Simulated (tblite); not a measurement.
Problem. Write Cartesian coordinates for `CCP(=S)(CC)CC` as optimised with GFN2-xTB.

Solution. 
```xyz
23
C6H15PS angstrom
C      2.7139    0.5546    0.6183
C      1.7799   -0.2173   -0.3010
P      0.1578   -0.5410    0.5342
S      0.2996   -1.5139    2.2056
C     -0.7975   -1.4273   -0.7831
C     -2.2242   -1.6994   -0.3309
C     -0.6581    1.1030    0.7546
C     -0.8333    1.9524   -0.4946
H      2.7650    0.0588    1.5870
H      2.3598    1.5723    0.7714
H      3.7166    0.5996    0.1983
H      1.6187    0.3053   -1.2458
H      2.1988   -1.2048   -0.5203
H     -0.7705   -0.8602   -1.7154
H     -0.2662   -2.3716   -0.9398
H     -2.8027   -0.7786   -0.2801
H     -2.7208   -2.3792   -1.0205
H     -2.2141   -2.1556    0.6586
H     -0.0591    1.6265    1.5066
H     -1.6232    0.8815    1.2216
H     -1.3364    2.8831   -0.2376
H      0.1283    2.2005   -0.9380
H     -1.4368    1.4382   -1.2391
```

Orientation and origin are arbitrary. Atoms count from 1 in this order. Of the pairs four or more bonds apart, S4···H9 is among the closest relative to their van der Waals radii: 2.99 Å, 100 % of the sum of Bondi's values. P3 (phosphorus bonded to 3 C and S) is distorted tetrahedral (angles from 102.4° to 114.3°). All 3 C–C bonds measure 1.521 Å.

Bonds between heavy atoms (Å): C1–C2 1.521, C2–P3 1.853, P3=S4 1.939, P3–C5 1.853, C5–C6 1.521, P3–C7 1.849, C7–C8 1.521.

The geometry is computed with GFN2-xTB (gas phase).

Point group: near Cs, missed by 0.09 Å at most; the miss may be what the optimiser left on a soft mode. Its GFN2-xTB frequencies are all real (lowest 55 cm⁻¹). The numbers are those of one conformer (C1–C2–P3–S4 -58°, C2–P3–C5–C6 -176°, C2–P3–C7–C8 55°).

Run on one thread of an x86-64 server, shared host. This is the geometry optimisation.
